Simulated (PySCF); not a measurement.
Computed IR spectrum (relative IR intensity) of a molecule C₆H₁₀. Coordinates come from a r2SCAN-D4/def2-SVP optimisation. Other conformers were not sampled. Calculation: r2SCAN-D4/def2-SVP (PySCF). Frequencies are harmonic and unscaled.

| ν (cm⁻¹) | relative intensity |
|---|---|
| 245 | 2.9 |
| 439 | 4.7 |
| 646 | 2.0 |
| 800 | 13 |
| 831 | 2.3 |
| 1004 | 7.4 |
| 1013 | 9.6 |
| 1038 | 3.7 |
| 1135 | 2.3 |
| 1258 | 2.1 |
| 1311 | 2.2 |
| 1389 | 3.2 |
| 1445 | 12 |
| 1451 | 2.4 |
| 1456 | 9.7 |
| 1472 | 2.5 |
| 1719 | 4.5 |
| 2992 | 100 |
| 3012 | 46 |
| 3045 | 14 |
| 3058 | 35 |
| 3066 | 49 |
| 3083 | 17 |
| 3112 | 34 |
| 3137 | 18 |
| 3180 | 17 |

Q: Pick the molecule that these values belong to.
A) C=C(C)C1CC1
B) C#C[C@@H](C)CC
C) CCC1=CCC1
D) CC1=CCCC1

A: D, CC1=CCCC1
